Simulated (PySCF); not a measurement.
From computed data to an observable: entropy of an ideal gas

C2H5O, SMILES [CH2]OC, multiplicity 2.

Coordinates come from a PBE0-D3(BJ)/def2-TZVP optimisation. The isomer is the one that the SMILES or the coordinates give; other isomers of the formula were not compared.

PBE0-D3(BJ)/def2-TZVP in PySCF gives the harmonic wavenumbers 166, 293, 430, 548, 996, 1139, 1172, 1257, 1316, 1453, 1482, 1492, 1501, 3018, 3082, 3131, 3154, 3281 cm⁻¹ and the rotational temperatures 2.2864, 0.5203, 0.4508 K. The molar mass is 45.06 g/mol, the symmetry number 1, the spin multiplicity 2.

**Question.** Work out the entropy at 298.15 K and 1 atm in the rigid-rotor, harmonic-oscillator model.

**Answer.** 
Translation (Sackur–Tetrode at 1 atm): S = R[1.5 ln M + 2.5 ln T − 1.16487] = 156.2 J/(mol K).
Rotation: q = (√π/σ) T^1.5/√(θA θB θC) = 12500, S = R[ln q + 3/2] = 90.9 J/(mol K).
Vibration: with u = 1.4388 ν/T, each mode gives R[u/(e^u − 1) − ln(1 − e^−u)]:
```tsv
ν (cm⁻¹)	modes	u	S (J/(mol K))
166	1	0.80	10.38
293	1	1.41	6.09
430	1	2.08	3.59
548	1	2.64	2.29
996	1	4.81	0.40
1139	1	5.50	0.22
1172	1	5.66	0.19
1257	1	6.07	0.14
1316	1	6.35	0.11
1453	1	7.01	0.06
1482	1	7.15	0.05
1492	1	7.20	0.05
1501	1	7.24	0.05
```
The stiffer modes add less than 0.005 each. Sum 23.6 J/(mol K).
Spin: R ln 2 = 5.8 J/(mol K).
Total 276.5 J/(mol K); the program's own thermochemistry gives 276.5. Translation makes up 57 % and vibration 9 %. Anharmonicity, hindered rotation and orbital degeneracy are left out.
